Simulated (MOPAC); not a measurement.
MOPAC input (AM1):

```
AM1 1SCF CHARGE=-1 GEO-OK AUX(PRECISION=9) THREADS=1
C3H8GeI

C    -0.03345900 1    2.09337200 1    1.90920500 1
Ge   -0.23764900 1    0.39893200 1    1.27124300 1
C    -2.08163400 1   -0.30876700 1    1.19635200 1
C     0.99419400 1   -0.97457900 1    1.98029500 1
I     0.33385900 1   -0.33890400 1   -1.59774400 1
H     0.97727300 1    2.47482500 1    2.02826100 1
H    -0.74693900 1    2.84805800 1    1.58880800 1
H    -2.45128400 1   -0.49509100 1    2.20731100 1
H    -2.73058500 1    0.41988900 1    0.71049100 1
H    -2.09920500 1   -1.23123300 1    0.61878200 1
H     2.01910200 1   -0.60825700 1    1.92105400 1
H     0.91383400 1   -1.88345400 1    1.38672200 1
H     0.75343600 1   -1.18880400 1    3.02410500 1
```

Output:

```
 *******************************************************************************
 **                                                                           **
 **                              MOPAC v23.2.5                                **
 **                                                                           **
 *******************************************************************************
 ** MOPAC's Digital Object Identifier: https://doi.org/10.5281/zenodo.6511958 **
 **                                                                           **
 ** Please cite the open-source release paper for use of this MOPAC version:  **
 ** J. E. Moussa and J. J. P. Stewart (2026)                                  **
 ** MOPAC: An open-source semiempirical molecular orbital program             **
 ** J. Open Source Softw., 11(119), 8025, https://doi.org/10.21105/joss.08025 **
 *******************************************************************************

                              AM1 CALCULATION RESULTS

 *******************************************************************************
 *  AM1        - The AM1 Hamiltonian to be used
 *  GEO-OK     - OVERRIDE INTERATOMIC DISTANCE AND OTHER SAFETY CHECKS
 *
 *
 *
 *                 CHARGE ON SYSTEM = -1
 *
 *
 *
 *  1SCF       - DO 1 SCF AND THEN STOP
 *  AUX        - OUTPUT AUXILIARY INFORMATION
 *******************************************************************************
AM1 1SCF CHARGE=-1 GEO-OK AUX(PRECISION=9) THREADS=1
 C3H8GeI

   ATOM   CHEMICAL          X               Y               Z
  NUMBER   SYMBOL      (ANGSTROMS)     (ANGSTROMS)     (ANGSTROMS)

     1       C         -0.03345900  *   2.09337200  *   1.90920500  *
     2      Ge         -0.23764900  *   0.39893200  *   1.27124300  *
     3       C         -2.08163400  *  -0.30876700  *   1.19635200  *
     4       C          0.99419400  *  -0.97457900  *   1.98029500  *
     5       I          0.33385900  *  -0.33890400  *  -1.59774400  *
     6       H          0.97727300  *   2.47482500  *   2.02826100  *
     7       H         -0.74693900  *   2.84805800  *   1.58880800  *
     8       H         -2.45128400  *  -0.49509100  *   2.20731100  *
     9       H         -2.73058500  *   0.41988900  *   0.71049100  *
    10       H         -2.09920500  *  -1.23123300  *   0.61878200  *
    11       H          2.01910200  *  -0.60825700  *   1.92105400  *
    12       H          0.91383400  *  -1.88345400  *   1.38672200  *
    13       H          0.75343600  *  -1.18880400  *   3.02410500  *

          CARTESIAN COORDINATES

    NO.       ATOM           X           Y           Z

     1         C         -0.0335      2.0934      1.9092
     2        Ge         -0.2376      0.3989      1.2712
     3         C         -2.0816     -0.3088      1.1964
     4         C          0.9942     -0.9746      1.9803
     5         I          0.3339     -0.3389     -1.5977
     6         H          0.9773      2.4748      2.0283
     7         H         -0.7469      2.8481      1.5888
     8         H         -2.4513     -0.4951      2.2073
     9         H         -2.7306      0.4199      0.7105
    10         H         -2.0992     -1.2312      0.6188
    11         H          2.0191     -0.6083      1.9211
    12         H          0.9138     -1.8835      1.3867
    13         H          0.7534     -1.1888      3.0241

  H: (AM1): M.J.S. DEWAR ET AL, J. AM. CHEM. SOC. 107 3902-3909 (1985)
  C: (AM1): M.J.S. DEWAR ET AL, J. AM. CHEM. SOC. 107 3902-3909 (1985)
 Ge: (AM1): M.J.S.Dewar and C.Jie, Organometallics, 8, 1544, (1989)
  I: (AM1): M.J.S. DEWAR AND E. G. ZOEBISCH, THEOCHEM, 180, 1 (1988).

           Empirical Formula: C3 H8 Ge I  =    13 atoms

      MOLECULAR POINT GROUP   :   Cs

      RHF CALCULATION, NO. OF DOUBLY OCCUPIED LEVELS = 16

 -------------------------------------------------------------------------------
 AM1 1SCF CHARGE=-1 GEO-OK AUX(PRECISION=9) THREADS=1
 C3H8GeI

     1SCF WAS SPECIFIED, SO BFGS WAS NOT USED
     SCF FIELD WAS ACHIEVED

                              AM1 CALCULATION
                                                       MOPAC v23.2.5 Linux

          FINAL HEAT OF FORMATION =         13.12947 KCAL/MOL =      54.93369 KJ/MOL

          COSMO AREA              =        163.38 SQUARE ANGSTROMS
          COSMO VOLUME            =        164.91 CUBIC ANGSTROMS

          IONIZATION POTENTIAL    =          2.680349 EV
          HOMO LUMO ENERGIES (EV) =         -2.680  3.649
          NO. OF FILLED LEVELS    =         16
          MOLECULAR WEIGHT        =        243.5907         POINT GROUP:  Cs

          MOLECULAR DIMENSIONS (Angstroms)

            Atom       Atom       Distance
            H    10    H     6     5.01859
            H     8    I     5     4.65739
            H    13    H     7     4.22345

          SCF CALCULATIONS        =          1

   ATOM   CHEMICAL          X               Y               Z
  NUMBER   SYMBOL      (ANGSTROMS)     (ANGSTROMS)     (ANGSTROMS)

     1       C         -0.03345900  *   2.09337200  *   1.90920500  *
     2      Ge         -0.23764900  *   0.39893200  *   1.27124300  *
     3       C         -2.08163400  *  -0.30876700  *   1.19635200  *
     4       C          0.99419400  *  -0.97457900  *   1.98029500  *
     5       I          0.33385900  *  -0.33890400  *  -1.59774400  *
     6       H          0.97727300  *   2.47482500  *   2.02826100  *
     7       H         -0.74693900  *   2.84805800  *   1.58880800  *
     8       H         -2.45128400  *  -0.49509100  *   2.20731100  *
     9       H         -2.73058500  *   0.41988900  *   0.71049100  *
    10       H         -2.09920500  *  -1.23123300  *   0.61878200  *
    11       H          2.01910200  *  -0.60825700  *   1.92105400  *
    12       H          0.91383400  *  -1.88345400  *   1.38672200  *
    13       H          0.75343600  *  -1.18880400  *   3.02410500  *

                             CARTESIAN COORDINATES

   1    C       -0.033459000     2.093372000     1.909205000
   2   Ge       -0.237649000     0.398932000     1.271243000
   3    C       -2.081634000    -0.308767000     1.196352000
   4    C        0.994194000    -0.974579000     1.980295000
   5    I        0.333859000    -0.338904000    -1.597744000
   6    H        0.977273000     2.474825000     2.028261000
   7    H       -0.746939000     2.848058000     1.588808000
   8    H       -2.451284000    -0.495091000     2.207311000
   9    H       -2.730585000     0.419889000     0.710491000
  10    H       -2.099205000    -1.231233000     0.618782000
  11    H        2.019102000    -0.608257000     1.921054000
  12    H        0.913834000    -1.883454000     1.386722000
  13    H        0.753436000    -1.188804000     3.024105000

           Empirical Formula: C3 H8 Ge I  =    13 atoms

      MOLECULAR POINT GROUP   :   Cs

                  EIGENVALUES
 -26.34988 -23.84602 -21.63658 -20.97450  -9.92322  -9.83789  -9.66894  -9.57399
  -8.96793  -7.65038  -7.31213  -7.02116  -4.85766  -3.79875  -3.79626  -2.68035
   3.64927   5.28446   5.92832   6.99024   8.43770   8.45050   8.55828   8.56485
   9.05262   9.10030   9.61814   9.77686

              NET ATOMIC CHARGES AND DIPOLE CONTRIBUTIONS

  ATOM NO.   TYPE          CHARGE      No. of ELECS.   s-Pop       p-Pop
    1          C          -0.708435        4.7084     1.32425     3.38419
    2         Ge           0.846066        3.1539     0.74857     2.40536
    3          C          -0.469478        4.4695     1.26009     3.20939
    4          C          -0.469478        4.4695     1.26009     3.20939
    5          I          -0.665261        7.6653     1.98734     5.67792
    6          H           0.060887        0.9391     0.93911
    7          H           0.060887        0.9391     0.93911
    8          H           0.044367        0.9556     0.95563
    9          H           0.057698        0.9423     0.94230
   10          H           0.070341        0.9297     0.92966
   11          H           0.057698        0.9423     0.94230
   12          H           0.070341        0.9297     0.92966
   13          H           0.044367        0.9556     0.95563
 DIPOLE           X         Y         Z       TOTAL
 POINT-CHG.    -0.196    -1.510    -0.515     1.608
 HYBRID        -0.155    -0.077     0.542     0.569
 SUM           -0.350    -1.587     0.027     1.625

          ATOMIC ORBITAL ELECTRON POPULATIONS

     Atom    s        px        py        pz
    1  C   1.32425   1.00809   1.06421   1.31189
    2 Ge   0.74857   0.75860   0.80272   0.84404
    3  C   1.26009   1.17550   1.03961   0.99428
    4  C   1.26009   1.08577   1.10613   1.01749
    5  I   1.98734   1.98861   1.97401   1.71531
    6  H   0.93911
    7  H   0.93911
    8  H   0.95563
    9  H   0.94230
   10  H   0.92966
   11  H   0.94230
   12  H   0.92966
   13  H   0.95563

 **********************
 *                    *
 * JOB ENDED NORMALLY *
 *                    *
 **********************

 == MOPAC DONE ==
```

The dipole moment of an ion depends on the origin.

The geometry given is a B3LYP-D3(BJ)/def2-TZVP minimum.
